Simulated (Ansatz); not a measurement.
## C3H10SSi3: where a starting geometry ends

The starting geometry of this gas-phase singlet was optimised with GFN2-xTB; its bonds are those of `C#C[SiH2]C[SiH2]S[SiH3]`.

```xyz
17

C     0.6528    3.9960    1.8218
C     0.9237    2.8300    1.9314
C     0.4220    0.1171    0.6955
S    -0.1324   -0.4514   -2.5449
Si    1.3179    1.0310    2.1048
Si    1.0522    0.5470   -1.0364
Si   -2.0123    0.5609   -2.4538
H     0.4234    5.0183    1.7214
H     2.7686    0.8494    1.9934
H     0.8192    0.5705    3.4076
H     0.5200   -0.9583    0.8505
H    -0.6455    0.3349    0.7598
H     0.9675    1.9814   -1.2969
H     2.3843    0.0193   -1.2945
H    -1.7777    1.9934   -2.5923
H    -2.7560   -0.0005   -3.5659
H    -2.6497    0.2834   -1.1704
```

Task: Predict what becomes of its bonds when it is optimised with B3LYP-D3(BJ)/def2-SVP.

Result: It keeps its bonds, and is `C#C[SiH2]C[SiH2]S[SiH3]`.

The energy falls by 0.15 eV over 52 steps:

```csv
step,E − E(last) (eV)
1,0.154
7,0.008
12,0.006
18,0.004
24,0.003
29,0.003
35,0.002
41,0.001
46,0.000
52,0.000
```

Final geometry (Å):

```xyz
17

C     1.3959    4.0192    1.9176
C     1.2839    2.8112    2.0192
C     0.1885    0.3675    0.5823
S     0.1690   -0.2108   -2.7244
Si    1.0985    0.9834    2.1131
Si    0.8941    0.9735   -1.0561
Si   -1.9544    0.0844   -2.4739
H     1.4959    5.0860    1.8311
H     2.4562    0.3735    2.1757
H     0.3528    0.6378    3.3560
H     0.2076   -0.7361    0.5874
H    -0.8692    0.6746    0.6502
H     0.5374    2.4031   -1.2617
H     2.3722    0.8054   -1.0926
H    -2.2543    1.5215   -2.2101
H    -2.6002   -0.3508   -3.7406
H    -2.4960   -0.7210   -1.3421
```

The end wasn't checked by frequencies. Run with Ansatz 0.2.0, 2.3 min on 4 threads of AMD EPYC 7R43 64-Core Processor (Zen 3), with other jobs on the host.
